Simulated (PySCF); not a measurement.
Bi(H)2(OMe) (CH5BiO), SMILES [BiH2][O]C.

Coordinates come from a B3LYP-D3(BJ)/def2-SVP optimisation. The def2 effective core potentials stand for the cores of Bi; spin–orbit coupling is left out.

Method: CAM-B3LYP/def2-TZVPD (PySCF).

Symmetry labels are those of the subgroup Cs that the program uses (full group Cs).

Computed valence orbital energies around the gap with their symmetry:
```
orbital  symmetry  energy (eV)
-------  --------  -----------
HOMO−7         A'       -18.43
HOMO−6         A"       -13.57
HOMO−5         A'       -13.57
HOMO−4         A'       -13.17
HOMO−3         A"       -10.55
HOMO−2         A'        -9.51
HOMO−1         A'        -9.15
HOMO           A"        -8.80
LUMO           A'        -0.51
LUMO+1         A'         0.22
LUMO+2         A"         0.53
LUMO+3         A'         1.54
```
